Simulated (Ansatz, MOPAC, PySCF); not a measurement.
Constitutional and geometric isomers with formula H6OSi2. All species are isolated molecules in the gas phase. One relaxed conformer stands for each flexible species; it need not be the lowest. Strings in code marks are SMILES.

Quantity: vertical ionisation energy (energy after one electron is removed minus that of the parent at the parent's geometry), in eV.

Level 1: frozen-core CCSD(T)/cc-pVTZ // PBE-D3(BJ)/def2-TZVP (Ansatz, a program for electronic structure)
Level 2: frozen-core MP2/cc-pVTZ // PBE-D3(BJ)/def2-TZVP (Ansatz)
Level 3: SVWN5/6-31G* // PBE-D3(BJ)/def2-TZVP (PySCF)
Level 4: minus the HOMO energy of PM7 // PBE-D3(BJ)/def2-TZVP (MOPAC)

```csv
species,level 1,level 2,level 3,level 4
`O[SiH2][SiH3]` (H–O–Si–Si torsion 58°),10.14,10.17,9.64,10.50
```
